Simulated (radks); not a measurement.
Values are calculated unless marked as measured or tabulated.
Polarisability of the chlorine ion Cl+, [Ne] 3s2 3p4, at imaginary frequency. Level of theory: scalar-relativistic Kohn-Sham, LB94 model potential, spin-polarised, spherical densities, finite nucleus; open shells are filled with parallel spins first; Fermi nuclear charge, rms radius 3.3654 fm (a radial shooting solver on a logarithmic mesh with Libxc functionals). Response by self-consistent Sternheimer equations with the Hartree and adiabatic LDA kernel, the relativistic mass of each level held fixed and spin-orbit coupling left out.

| w (hartree) | alpha1(iw) (bohr^3) |
|---|---|
| 0.00266 | 8.817 |
| 0.0143 | 8.814 |
| 0.0360 | 8.793 |
| 0.0697 | 8.728 |
| 0.118 | 8.564 |
| 0.186 | 8.219 |
| 0.280 | 7.575 |
| 0.413 | 6.527 |
| 0.605 | 5.084 |
| 0.892 | 3.469 |
| 1.35 | 2.031 |
| 2.12 | 1.013 |
| 3.59 | 0.4281 |
| 6.94 | 0.1488 |
| 17.5 | 0.03411 |

Static values: alpha1 = 8.818 bohr^3 (1.307 angstrom^3; uncoupled 13.94). C6 = 41.89, triple-dipole C9 = 272.2 atomic units. One-pole (London) frequency 4 C6 / (3 alpha1^2) = 0.718 hartree, against 0.900 for minus the highest occupied eigenvalue.
